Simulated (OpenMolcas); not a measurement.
Re4+ among 6 point charges of -0.85 e arranged as a trigonal antiprism (D3d), 2 Å from the ion, with a polar angle of 50.9° against the regular 54.74°.
```
   0.0000    1.5522    1.2612  -0.85
  -1.3442   -0.7761    1.2612  -0.85
   1.3442   -0.7761    1.2612  -0.85
   0.0000   -1.5522   -1.2612  -0.85
   1.3442    0.7761   -1.2612  -0.85
  -1.3442    0.7761   -1.2612  -0.85
```

```
Program             : OpenMolcas 26.06
Method              : CASSCF
Basis               : ANO-RCC-VTZP [8s7p5d3f2g1h]
Scalar Hamiltonian  : DKH2, point nucleus
Active space        : 3 electrons in 5 orbitals (5d)
State averaging     : 2S+1 = 4 even, 10 roots; 2S+1 = 2 even, 40 roots
Spin-orbit coupling : state interaction with AMFI integrals over the reference wave functions
```

What is the spin-free ground state (labels of D3, the rotations of D3d)?

4A2, 1-fold in its orbital part, 99 % from free-ion F terms; it has the highest spin that d3 allows.

Where is the first state of the same spin?

4E at 5050 cm-1 above the ground state.

What are the lowest two levels with spin-orbit coupling?

A 2-fold level E1/2 with g = 0.48, 0.48, 1.28, then a 2-fold level E3/2 921.8 cm-1 above it. Their leading multiplicities are 4 (90 %) and 4 (92 %).

What is χT at 300 K, and how does it compare with the textbook value?

The lowest level has 2S+1 = 4, for which the spin-only value is χT = S(S+1) / 2 = 1.875 cm3 K/mol (g = 2). The computed 0.138 at 300 K differs by -1.737, through orbital momentum, spin-orbit coupling and any other state in reach.

Spin-orbit coupling mixes the spin-free states strongly: the lowest level takes only 51 % from its leading state, 4A2. Without dynamic correlation the repulsion within the d shell is too large (B by tens of per cent), so at a given field states of lower spin stand too high. This is an electrostatic model: the charges have no orbitals. No measured value stands beside these numbers.
